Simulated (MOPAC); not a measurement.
Job for MOPAC: PM7 on CdH, 2S+1 = 2, a spin state set in the input, which need not be the lowest, a point of a bond scan (R = 1.876 Å).

```
PM7 1SCF PRECISE CHARGE=0 UHF MS=0.5 THREADS=1
CdH

Cd     0.00000000 1     0.00000000 1     0.00000000 1
H      0.00000000 1     0.00000000 1     1.87627100 1
```

It printed:

```
*******************************************************************************
 **                                                                           **
 **                              MOPAC v23.2.5                                **
 **                                                                           **
 *******************************************************************************
 ** MOPAC's Digital Object Identifier: https://doi.org/10.5281/zenodo.6511958 **
 **                                                                           **
 ** Please cite the open-source release paper for use of this MOPAC version:  **
 ** J. E. Moussa and J. J. P. Stewart (2026)                                  **
 ** MOPAC: An open-source semiempirical molecular orbital program             **
 ** J. Open Source Softw., 11(119), 8025, https://doi.org/10.21105/joss.08025 **
 *******************************************************************************

                              PM7 CALCULATION RESULTS

 *******************************************************************************
 *  PM7        - The PM7 Hamiltonian to be used
 *  UHF        - UNRESTRICTED HARTREE-FOCK CALCULATION
 *
 *
 *
 *                 CHARGE ON SYSTEM = 0
 *
 *
 *
 *  MS=        - IN MECI, MAGNETIC COMPONENT OF SPIN =  0.5
 *  PRECISE    - TIGHTER CRITERIA TO BE USED
 *  1SCF       - DO 1 SCF AND THEN STOP
 *  THREADS=1  - MULTI-THREADING NOT USED
 *  T=         - A TIME OF 172800.0 SECONDS REQUESTED
 *  DUMP=N     - RESTART FILE WRITTEN EVERY 7200.0 SECONDS REQUESTED
 *******************************************************************************
PM7 1SCF PRECISE CHARGE=0 UHF MS=0.5 THREADS=1
 CdH

   ATOM   CHEMICAL          X               Y               Z
  NUMBER   SYMBOL      (ANGSTROMS)     (ANGSTROMS)     (ANGSTROMS)

     1      Cd          0.00000000  *   0.00000000  *   0.00000000  *
     2       H          0.00000000  *   0.00000000  *   1.87627100  *



          CARTESIAN COORDINATES

    NO.       ATOM           X           Y           Z

     1        Cd          0.0000      0.0000      0.0000
     2         H          0.0000      0.0000      1.8763

 General Reference for PM7:
 "Optimization of Parameters for Semiempirical Methods VI: More Modifications to the
 NDDO Approximations and Re-optimization of Parameters", J. J. P. Stewart, J. Mol. Mod., 1:32, 19 (2013)
 https://link.springer.com/article/10.1007/s00894-012-1667-x

           Empirical Formula: H Cd  =     2 atoms



      MOLECULAR POINT GROUP   :   C*v


          UHF CALCULATION, NO. OF ALPHA ELECTRONS =    2
                           NO. OF BETA  ELECTRONS =    1

 -------------------------------------------------------------------------------
 PM7 1SCF PRECISE CHARGE=0 UHF MS=0.5 THREADS=1
 CdH



     1SCF WAS SPECIFIED, SO BFGS WAS NOT USED
     SCF FIELD WAS ACHIEVED


                              PM7 CALCULATION
                                                       MOPAC v23.2.5 Linux




          FINAL HEAT OF FORMATION =         36.87890 KCAL/MOL =     154.30133 KJ/MOL


          COSMO AREA              =         51.63 SQUARE ANGSTROMS
          COSMO VOLUME            =         32.61 CUBIC ANGSTROMS

          IONIZATION POTENTIAL    =          8.917194 EV
          ALPHA SOMO LUMO (EV)    =         -8.917  4.295
          BETA  SOMO LUMO (EV)    =        -10.852  0.092
          NO. OF ALPHA ELECTRONS  =          2
          NO. OF BETA  ELECTRONS  =          1
          MOLECULAR WEIGHT        =        113.4179         POINT GROUP:  C*v

          MOLECULAR DIMENSIONS (Angstroms)

            Atom       Atom       Distance
            H     2   Cd     1     1.87627
            H     2   Cd     1     0.00000
           Cd     1    H     2     0.00000


          SCF CALCULATIONS        =          1





   ATOM   CHEMICAL          X               Y               Z
  NUMBER   SYMBOL      (ANGSTROMS)     (ANGSTROMS)     (ANGSTROMS)

     1      Cd          0.00000000  *   0.00000000  *   0.00000000  *
     2       H          0.00000000  *   0.00000000  *   1.87627100  *

                             CARTESIAN COORDINATES

   1   Cd        0.000000000     0.000000000     0.000000000
   2    H        0.000000000     0.000000000     1.876271000


           Empirical Formula: H Cd  =     2 atoms



      MOLECULAR POINT GROUP   :   C*v


          ALPHA EIGENVALUES
 -11.74383  -8.91719   4.29508   4.29508   6.47871


           BETA EIGENVALUES
 -10.85238   0.09249   4.88979   4.88979   7.83528


              NET ATOMIC CHARGES AND DIPOLE CONTRIBUTIONS

  ATOM NO.   TYPE          CHARGE      No. of ELECS.   s-Pop       p-Pop
    1         Cd           0.111217        1.8888     1.31909     0.56969
    2          H          -0.111217        1.1112     1.11122
 DIPOLE           X         Y         Z       TOTAL
 POINT-CHG.     0.000     0.000    -1.002     1.002
 HYBRID        -0.000    -0.000    -0.290     0.290
 SUM           -0.000    -0.000    -1.292     1.292


          ATOMIC ORBITAL ELECTRON POPULATIONS

     Atom    s        px        py        pz
    1 Cd   1.31909   0.00000   0.00000   0.56969
    2  H   1.11122


                    (SZ)    =    0.500000
                    (S**2)  =    0.758241


          ATOMIC ORBITAL SPIN POPULATIONS

    Atom   Total    s     px     py     pz
         Atomic
    1 Cd  0.7761  0.587  0.000  0.000  0.189
    2  H  0.2239  0.224

 **********************
 *                    *
 * JOB ENDED NORMALLY *
 *                    *
 **********************




 == MOPAC DONE ==
```

The run finished.

Cost: roughly 0.020 core-seconds.
